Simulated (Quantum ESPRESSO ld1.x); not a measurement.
Results of a calculation; reference values are marked as such.
Valence configurations of neutral iron (all share [Ar]). Code: ld1.x of Quantum ESPRESSO 7.5. Model: Dirac Kohn-Sham, relativistic LDA (MacDonald-Vosko exchange, VWN5 correlation), spin-unpolarised, spherical densities, point nucleus; open shells are shared between the two j in proportion to 2j + 1. Order these by energy: 3d6.5 4s1 4p0.5; 3d3.5 4s2 4p2.5; 3d6 4s1 4p1; 3d5.5 4s2 4p0.5; 3d7 4p1; 3d6 4s1.5 4p0.5; 3d8; 3d6 4s2; 3d7 4s1; 3d5 4s2 4p1.

Answer. From the lowest, in eV above it: 3d7 4s1 0.000; 3d6 4s2 0.864; 3d8 1.254; 3d6.5 4s1 4p0.5 2.001; 3d6 4s1.5 4p0.5 2.914; 3d7 4p1 3.616; 3d5.5 4s2 4p0.5 4.651; 3d6 4s1 4p1 5.030; 3d5 4s2 4p1 9.764; 3d3.5 4s2 4p2.5 34.171. NIST lists [Ar] 3d6 4s2 as the ground configuration; this level of theory puts 3d7 4s1 lower, by 0.864 eV. The energies are those of spherical spin-averaged densities, not of single terms.
